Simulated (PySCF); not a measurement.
Nd⁵⁸⁺: ionisation energy

Nd⁵⁸⁺ 1s2 (1S) → Nd⁵⁹⁺ 1s1 (2S), as a difference of total energies. Computed with PySCF 2.14 in an even-tempered Gaussian basis (17 s from 140 bohr⁻², ratio 2.2; 7 p from 210 bohr⁻², ratio 2.4; 4 d from 640 bohr⁻², ratio 2.4; 3 f from 960 bohr⁻², ratio 2.4; 3 g from 1400 bohr⁻², ratio 2.4), with scalar relativity by spin-free X2C-1e. Correlated levels: nothing frozen; virtual orbitals above 40 to 60 times the deepest correlated orbital energy dropped. The calculations carry no spin-orbit coupling.

| method | ionisation energy (eV) |
| --- | --- |
| UHF | 50438.5 |
| MP2 (all electrons) | 50440.2 |
| SCS-MP2 (all electrons) | 50440.5 |
| CCSD (all electrons) | 50440.2 |

For this ion Breit and QED terms and the two-electron picture change, all absent here, outweigh the differences among the correlated methods.

With two correlated electrons CCSD is exact in that space.

For comparison: 50339.59 ± 0.06 eV (theoretical estimate listed by NIST; NIST Atomic Spectra Database, ionization energies).
